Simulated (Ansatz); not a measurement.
Relaxation of Cs₃I₂⁺ with RKS r2SCAN-D4/def2-SVP.

```sh
$ ansatz run in.yaml --threads 4 --pin off --events-out ev --progress --plain --max-ram 4787MiB
```

```yaml
crystal:
  periodic: [false, false, false]
  atoms:
    - {symbol: Cs, position_ang: [-2.359470, 0.970910, 1.025650]}
    - {symbol: Cs, position_ang: [-0.047840, -2.454370, -1.344510]}
    - {symbol: Cs, position_ang: [2.331240, 1.504040, 0.332430]}
    - {symbol: I, position_ang: [-0.425730, 1.184700, -2.186620]}
    - {symbol: I, position_ang: [0.501800, -1.205290, 2.173040]}
basis:
  gaussian: {orbitals: def2-SVP}
total_charge: 1
hamiltonian: {xc: r2scan, dispersion: d4}
scf: {lower_state_search: "off"}
output: {orbitals: {seedname: orbitals}}
relax: {f_tol: 0.02, max_steps: 100}
```

It took 16 s on 4 threads of Arm Neoverse V1 on a shared host.

Positions (Å) and forces (eV/Å) at steps 1, 2, 3, 4 of 4:

```xyz
5
step=1 energy=-17857.3547 eV
Cs   -2.359    0.971    1.026   -0.124    0.050    0.069
Cs   -0.048   -2.454   -1.345    0.036   -0.124   -0.060
Cs    2.331    1.504    0.332    0.150    0.060    0.008
I    -0.426    1.185   -2.187    0.030   -0.138    0.260
I     0.502   -1.205    2.173   -0.092    0.152   -0.278
5
step=2 energy=-17857.4852 eV
Cs   -2.480    1.019    1.079   -0.037    0.016    0.027
Cs   -0.063   -2.598   -1.418    0.039   -0.014   -0.006
Cs    2.464    1.602    0.359    0.041   -0.010   -0.011
I    -0.387    1.091   -2.021    0.008   -0.062    0.119
I     0.467   -1.114    2.001   -0.051    0.070   -0.129
5
step=3 energy=-17857.4984 eV
Cs   -2.515    1.036    1.098   -0.019    0.008    0.014
Cs   -0.026   -2.608   -1.430    0.023   -0.006   -0.002
Cs    2.494    1.585    0.344    0.022   -0.008   -0.007
I    -0.397    1.080   -1.987    0.009   -0.048    0.091
I     0.444   -1.094    1.976   -0.034    0.052   -0.096
5
step=4 energy=-17857.5101 eV
Cs   -2.579    1.067    1.132    0.007   -0.002   -0.004
Cs    0.035   -2.633   -1.453   -0.003    0.006    0.003
Cs    2.550    1.564    0.320   -0.009   -0.003    0.000
I    -0.408    1.052   -1.914    0.005   -0.007    0.013
I     0.402   -1.050    1.915    0.000    0.007   -0.012
```

In the def2 sets Cs, I take a core potential; there is no spin–orbit coupling. The structure comes from a short search, and lower isomers may exist.
